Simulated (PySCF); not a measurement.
C2H7ClFNSi, SMILES C(C)[Si@@](F)(N)Cl. Atoms are numbered in the order given.

```xyz
13

C     -2.0216    -0.7190     1.3150
C     -1.3303     0.5822     0.8859
Si     0.3357     0.3292     0.0808
N      1.4539    -0.4285     1.1457
F      0.8458     1.7891    -0.4781
Cl     0.2013    -0.8958    -1.5933
H     -1.3963    -1.2872     2.0329
H     -2.1976    -1.3803     0.4427
H     -3.0018    -0.5236     1.7950
H     -1.1739     1.2592     1.7561
H     -1.9588     1.1582     0.1731
H      1.6328    -0.0170     2.0650
H      2.2947    -0.8710     0.7679
```
Charge 0, spin multiplicity 1.

The structure is a stationary point at PBE-D3(BJ)/def2-SVP. The structure was generated by enumeration; whether it is a known compound was not checked. Other conformers were not sampled.

Calculation: PySCF with SMD-M06-2X/def2-SVP.

Solvation free energies are E(SMD) − E(gas) at the gas-phase geometry, for 1 M in both phases. In vacuum the dipole moment is 2.68 D.

Question: Rank water, dichloromethane, cyclohexanone by solvation free energy, most negative first.

Answer: dichloromethane (-6.7 kcal/mol), cyclohexanone (-5.9 kcal/mol), water (-2.7 kcal/mol)
